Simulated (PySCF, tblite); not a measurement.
Parent: `[CH3:1][CH2:2][n:3]1[n:4][n:5][cH:6][c:7]1[SiH3:8]` with C1–C2–N3–N4 100°, C4H9N3Si.

Computed geometry: GFN2-xTB, gas phase. One conformer each, not checked by frequencies here.

```
coordinate of the parent    value
                   C1–C2  1.526 Å
                   C2–N3  1.436 Å
                   N3–N4  1.325 Å
                   N4–N5  1.282 Å
                   N5–C6  1.340 Å
                   C6–C7  1.387 Å
                  C7–Si8  1.867 Å
                   N3–C7  1.358 Å
                C1–C2–N3   111.4°
                C2–N3–N4   120.4°
                C2–N3–C7   128.9°
                N4–N3–C7   110.7°
                N3–N4–N5   108.9°
                N4–N5–C6   108.8°
                N5–C6–C7   109.1°
               C6–C7–Si8   130.3°
                N3–C7–C6   102.6°
               N3–C7–Si8   127.1°
```

Task: How does the shared frame change in `[CH3:1][C:2]([CH3:3])([CH3:4])[n:5]1[n:6][n:7][cH:8][c:9]1[SiH3:10]`, C6H13N3Si? Atoms pair as C1 = C4, C2 = C2, N3 = N5, N4 = N6, N5 = N7, C6 = C8, C7 = C9, Si8 = Si10 (parent first).

Result: 
| parent | relative | value in the relative | change |
| --- | --- | --- | --- |
| C1–C2 | C4–C2 | 1.532 Å | +0.006 |
| C2–N3 | C2–N5 | 1.456 Å | +0.020 |
| N3–N4 | N5–N6 | 1.326 Å | +0.001 |
| N4–N5 | N6–N7 | 1.280 Å | -0.002 |
| N5–C6 | N7–C8 | 1.338 Å | -0.002 |
| C6–C7 | C8–C9 | 1.389 Å | +0.002 |
| C7–Si8 | C9–Si10 | 1.869 Å | +0.002 |
| N3–C7 | N5–C9 | 1.361 Å | +0.003 |
| C1–C2–N3 | C4–C2–N5 | 108.6° | -2.8 |
| C2–N3–N4 | C2–N5–N6 | 119.5° | -0.9 |
| C2–N3–C7 | C2–N5–C9 | 130.3° | +1.4 |
| N4–N3–C7 | N6–N5–C9 | 110.2° | -0.5 |
| N3–N4–N5 | N5–N6–N7 | 109.5° | +0.6 |
| N4–N5–C6 | N6–N7–C8 | 108.5° | -0.3 |
| N5–C6–C7 | N7–C8–C9 | 109.2° | +0.1 |
| C6–C7–Si8 | C8–C9–Si10 | 124.6° | -5.7 |
| N3–C7–C6 | N5–C9–C8 | 102.6° | 0.0 |
| N3–C7–Si8 | N5–C9–Si10 | 132.8° | +5.7 |

Of the parent's bonds, C2–N3 changes most (+0.020 Å). Bonds of the relative outside the shared frame: C1–C2 1.530, C2–C3 1.529 Å. Point group C1 → C1.
